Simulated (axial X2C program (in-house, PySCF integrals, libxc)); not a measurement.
**Which molecule has these constants?**

All values come from calculations with an axial X2C code built on PySCF integrals, spin-free (one-electron X2C) or two-component (2c: spin–orbit coupling with atomic mean-field Coulomb and Gaunt terms, which also bring small scalar terms), in Dyall basis sets with cores contracted in-house; open shells are unrestricted.

A two-component PBE0 calculation in a Dyall 3-zeta basis gave Re = 2.102 Å, ωe = 405.8 cm⁻¹, De = 2.39 eV, Ω = 3/2.

Question: Which molecule is it?
A. CrTe⁺
B. CrO⁺
C. CrS⁺
D. CrSe⁺

Answer: C. The others have CrTe⁺ 2.519 Å and 230.6 cm⁻¹ (Ω = 3/2); CrO⁺ 1.580 Å and 764.3 cm⁻¹ (Ω = 3/2); CrSe⁺ 2.266 Å and 290.4 cm⁻¹ (Ω = 3/2).

Each entry is the lowest single determinant of a limited PBE0 search at one distance. De goes to single-determinant-based atoms at the same level (for ions the charge split of lowest energy) and is withheld (n/a) where an atom does not fit its ground term or J level. Main or longest-lived isotopes. One determinant is a doubtful description, or other states lie close, for CrS⁺, CrTe⁺, CrO⁺, CrSe⁺; these need not be ground states, and all values refer to the states named. With several unpaired electrons the Ω given is that of one determinant, not necessarily of the lowest component. Some light 2c atoms are not at their ground J level, so De misses part of their lowering (0.04 eV or less). The functionals have no current term, which raises determinants with orbital currents.
